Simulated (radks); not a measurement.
Results of a calculation; reference values are marked as such.
Q: The potassium ion K+, configuration [Ne] 3s2 3p5 6p1 (not the ground configuration). Code: a radial shooting solver on a logarithmic mesh with Libxc functionals. Model: scalar-relativistic Kohn-Sham, SCAN, spin-unpolarised, spherical densities, finite nucleus; meta-GGA in the generalised Kohn-Sham scheme; Fermi nuclear charge, rms radius 3.4349 fm. Some entries of the table are withheld. Estimate them.

| orbital | occ. | eigenvalue (eV) | r(max) (bohr) | <r> (bohr) |
|---|---|---|---|---|
| 1s | 2 | -3560.786 | 0.05303 | 0.08107 |
| 2s | 2 | -380.7532 | 0.3175 | 0.3860 |
| 2p | 6 | (1) | 0.2627 | 0.3496 |
| 3s | 2 | (2) | 1.066 | 1.237 |
| 3p | 5 | (3) | 1.132 | 1.354 |
| 6p | 1 | -2.1069 | 16.59 | 15.47 |

A: 
(1) 2p eigenvalue (eV): -305.2616
(2) 3s eigenvalue (eV): -55.4627
(3) 3p eigenvalue (eV): -37.5060
